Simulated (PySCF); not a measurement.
CH3Li, SMILES [Li][CH3]. Atoms are numbered in the order given.

```xyz
5

Li     0.0000     0.0000    -1.5784
C      0.0000     0.0000     0.3840
H      0.8773     0.5065     0.8104
H      0.0000    -1.0131     0.8104
H     -0.8773     0.5065     0.8104
```
Charge 0, spin multiplicity 1.

Geometry: PBE0-D3(BJ)/def2-TZVPD. The isomer is the one that the SMILES or the coordinates give; other isomers of the formula were not compared.

The numbers are results of B3LYP/def2-TZVPD (PySCF), not measurements.

Gas-phase values at a fixed geometry.

The total energy comes out as -47.42465 hartree, the point group comes out as C3v and the highest occupied level is -4.86 eV. The lowest empty level is -1.35 eV. The orbital gap is 3.51 eV and the dipole moment is 5.57 D. The quadrupole, principal values (traceless, Buckingham form, about the centre of nuclear charge) is -4.97, -4.97, 9.94 D·Å, the mean static polarisability is 38.8 bohr³ (5.75 Å³) and the polarisability, principal values comes out as 34.0, 34.0, 48.3 bohr³.
